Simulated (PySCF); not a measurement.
What does the PBE0-D3(BJ)/def2-SVP structure of `FC(F)(F)OB1OBOBO1` look like in three dimensions?

```
atom  x, y, z in Å
F1     2.176    1.052    1.235
C2     2.388    0.135    0.298
F3     2.563    0.760   -0.861
F4     3.499   -0.515    0.592
O5     1.375   -0.754    0.238
B6     0.089   -0.426   -0.107
O7    -0.825   -1.438   -0.138
B8    -2.123   -1.167   -0.488
O9    -2.479    0.122   -0.793
B10   -1.566    1.142   -0.745
O11   -0.267    0.858   -0.404
H12   -2.935   -2.050   -0.526
H13   -1.891    2.270   -0.995
```

Orientation and origin are arbitrary. Atoms count from 1 in this order. B6 (three-coordinate boron) is planar (angles 121.6°, 121.2° and 117.2°, sum 360.0°, 0.00 Å off the plane of its three neighbours). The 6-membered ring B6–O7–B8–O9–B10–O11 has internal angles of 119.1° to 121.3° (sum 720°, against 720° for a flat polygon); it is planar, 0.00 Å rms from its mean plane, widest ring torsion 1°. B8 (three-coordinate boron) is planar (angles 120.6°, 120.2° and 119.2°, sum 360.0°, 0.00 Å off the plane of its three neighbours). Of the pairs four or more bonds apart, F3···O11 is among the closest relative to their van der Waals radii: 2.87 Å, 96 % of the sum of Bondi's values.

Bonds between heavy atoms (Å): F1–C2 1.329, C2–F3 1.328, C2–F4 1.320, C2–O5 1.349, O5–B6 1.372, B6–O7 1.364, O7–B8 1.371, B8–O9 1.372, O9–B10 1.369, B10–O11 1.373, B6–O11 1.365.

Method: PBE0-D3(BJ)/def2-SVP geometry optimisation, gas phase in PySCF.

Point group: near Cs, missed by 0.10 Å at most; the miss may be what the optimiser left on a soft mode. No frequency check. The numbers are those of one conformer (C2–O5–B6–O7 179°).
